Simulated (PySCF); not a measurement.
C2H4BrCl, SMILES Br[C@H](Cl)C. Atoms are numbered in the order given.

```xyz
8

C     -1.6595    -1.0254     0.2883
C     -0.2136    -0.6504     0.4791
Cl     0.8499    -1.6933    -0.4905
Br     0.0781     1.2274     0.0424
H     -1.9551    -0.8981    -0.7622
H     -1.8041    -2.0788     0.5721
H     -2.3000    -0.3923     0.9190
H      0.1147    -0.7494     1.5201
```

Geometry optimised at PBE0-D3(BJ)/def2-SVP.

All values below come from PBE/pcSseg-1 (PySCF).

GIAO shieldings, no solvent; atoms alike by connectivity are averaged. δ = σ(ref) − σ: ¹³C against TMS (σ = 182.0 ppm); ³⁵Cl against HCl (σ = 936.5 ppm); ¹H against TMS (σ = 31.49 ppm), references at their B3LYP-D3(BJ)/def2-TZVP geometries, non-relativistic (without spin–orbit terms, shifts of atoms bonded to Cl or Br come out too high).

Computed chemical shifts:
```
nucleus       atoms  count  δ (ppm)
-------  ----------  -----  -------
¹³C              C2      1     88.2
¹³C              C1      1     38.7
³⁵Cl            Cl3      1    320.2
¹H               H8      1     6.49
¹H       H5, H6, H7      3     2.27
```
